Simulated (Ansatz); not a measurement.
**Ligand exchange: CH4S + KSH → H2S2 + CH3K**

Species: CH4S `CS`, singlet; KSH `[SH][K]`, singlet; H2S2 `SS`, singlet; CH3K `[CH3][K]`, singlet. The partners trade CH3 for SH: S–CH3 and K–SH bonds give way to S–SH and K–CH3.

Shapes, held fixed at every level: PBE0-D4/def2-TZVP. Flexible molecules stand in one conformer, not always the lowest. Programs: Ansatz 0.2.0. The zero-point and thermal change to 298 K, harmonic and unscaled (PBE0-D4/def2-TZVP), is -8.0 kJ/mol.

| level | kind | ΔH(298 K) (kJ/mol) | less CCSD(T)/def2-TZVPP |
| --- | --- | --- | --- |
| PBE-D4/def2-TZVPP | GGA | +181.0 | -24.4 |
| r2SCAN-D4/def2-TZVPP | meta-GGA | +204.0 | -1.4 |
| BHLYP-D4/def2-TZVPP | global hybrid | +211.9 | +6.5 |
| B2PLYP/def2-TZVPP | double hybrid | +200.5 | -4.9 |
| MP2/def2-SVP | perturbation theory | +222.8 | +17.4 |
| CCSD/def2-SVP | coupled cluster or CI | +218.3 | +12.9 |
| CCSD/def2-TZVPP | coupled cluster or CI | +210.7 | +5.3 |
| CCSD(T)/def2-TZVPP | coupled cluster or CI | +205.4 | 0.0 |

The highest level, CCSD(T)/def2-TZVPP, gives ΔH(298 K) = +205.4 kJ/mol; the levels span +181.0 to +222.8. The column of differences is taken from that level and isn't an error. No measured value is set beside it here. Outer-core shells of K are correlated in most correlated rows, in sets that cover them unevenly.
